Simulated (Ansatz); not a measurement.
Molecule: sum formula HBOBr, charge 0, multiplicity 2. It need not be the lowest isomer of its formula. SMILES: O[B]Br
Structure (B3LYP-D3(BJ)/def2-TZVP (Ansatz, a quantum-chemistry and plane-wave program) minimum search):
```xyz
4

O     -2.1428     0.4970     0.0157
B     -0.8839     0.9096    -0.0028
Br     0.6817    -0.2304    -0.0040
H     -2.2971    -0.4603     0.0300
```
Charge 0, spin multiplicity 2.

Quantity: atomisation energy (electronic, to ground-state atoms), in eV. Valence correlation only, unless marked. UHF or UKS for open shells. Spin-orbit coupling is left out. The frozen core is the preceding noble-gas configuration, with the filled d and f shells of earlier blocks. No relativistic terms. The coupled-cluster limit lacks core correlation, which all-electron functionals hold. Basis-set limits of correlation are two-point, X^-3; Hartree-Fock from the larger set (for Q and 5 zeta extrapolated as (X+1)exp(-9√X)). [CCSD(T)-MP2]/basis is that difference in the basis named.

```
level                                                     program  atomisation energy (eV)  minus last row
-------------------------------------------------  --------------  -----------------------  --------------
PBE0-D4/def2-TZVPD                                 Ansatz + dftd4                    14.28            0.25
r2SCANh-D4/def2-TZVPD                              Ansatz + dftd4                    14.34            0.31
r2SCANh/def2-TZVPD                                         Ansatz                    14.32            0.29
B2PLYP/def2-TZVPD                                          Ansatz                    13.95           -0.08
PBE-QIDH/def2-TZVPD                                        Ansatz                    14.07            0.04
RPA@PBE/cc-pVQZ                                            Ansatz                    12.84           -1.19
RI-MP2/cc-pVQZ                                             Ansatz                    14.52            0.49
SCS-MP2/6-31G*                                             Ansatz                    12.98           -1.05
RI-MP2/CBS(cc-pVTZ,cc-pVQZ)+[CCSD(T)-MP2]/cc-pVTZ          Ansatz                    14.02           -0.01
CCSD(T)/CBS(cc-pVQZ,cc-pV5Z)                               Ansatz                    14.03            0.00
```
